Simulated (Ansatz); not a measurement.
The cluster Rb2F: single points at one geometry.

```yaml
crystal:
  periodic: [false, false, false]
  atoms:
    - {symbol: Rb, position_ang: [1.227555, -1.841252, 0.009191]}
    - {symbol: Rb, position_ang: [-0.492211, 2.157334, -0.031338]}
    - {symbol: F, position_ang: [-0.735343, -0.316082, 0.022147]}
basis:
  gaussian: {orbitals: def2-TZVP, initial_orbitals: start.molden}
magnetization: {spin_polarized: true, initial_magnetization: 1}
hamiltonian: {xc: {name: PBE-QIDH}}
scf: {omitted_lower_state_checks: [starts]}
```

The file start.molden holds the orbitals of an earlier run on this structure, at another level or in another basis.

```sh
$ ansatz run in.yaml --threads 4 --pin off --events-out ev --progress --plain --max-ram 3916MiB
```

It prints (some lines left out):

```
Functional definition: PBE-QIDH
889 factors; integrals over basis functions are off by at most 6.4e-4 eV
mean field evaluation 1: about -4020.4065 eV, gradient 6.7e0 eV
mean field evaluation 2: about -4020.5351 eV, gradient 2.7e-1 eV
mean field evaluation 4: about -4020.5436 eV, gradient 1.0e-2 eV
mean field evaluation 8: about -4020.5436 eV, gradient 2.7e-6 eV
mean field -4020.54358408 eV, -147.7522514926 hartree, gradient 2.7e-6 eV, S^2 0.750124; 0 other end points of the search recorded, 0 dependent functions left out
1 core orbitals not correlated: weight in the atoms' cores, before any rotation towards them, 1.000 or more for the frozen orbitals, at most 0.000 for the correlated occupied ones
reference -4020.54359973 eV, -147.7522520677 hartree; 13, 12 occupied and 83, 84 virtual orbitals, 889 factors
second order -12.33191972 eV of doubles, -0.00000000 eV of singles
Total energy: -4024.65423963 eV, -147.9033152979 hartree
Checks for a lower state left out: starts
```

Run time 1.5 s (4 threads of Arm Neoverse V2 on a shared host).

The first input with `hamiltonian: {xc: pbe, dispersion: d4}`, `output: {orbitals: {seedname: orbitals}}` (abridged; 1.1 s):

```
Functional definition: PBE
mean field -4028.78634812 eV, -148.0551674840 hartree, gradient 2.1e-5 eV, S^2 0.750139
Total energy: -4028.81880740 eV, -148.0563603406 hartree
Checks for a lower state left out: starts
```

As the first input, with `hamiltonian: {xc: r2scan, dispersion: d4}`, `output: {orbitals: {seedname: orbitals}}` (abridged; 2.6 s):

```
Functional definition: r2SCAN
mean field -4031.01603075 eV, -148.1371068093 hartree, gradient 1.0e-5 eV, S^2 0.750284
Total energy: -4031.02161263 eV, -148.1373119394 hartree
Checks for a lower state left out: starts
```

Geometry: r2SCAN-D4/def2-TZVP.

In the def2 sets Rb takes a core potential; there is no spin–orbit coupling. Correlated methods freeze 1 core orbital; core or outer-core shells of Rb are correlated, in sets that lack core-valence functions. The structure comes from a short search, and lower isomers may exist.
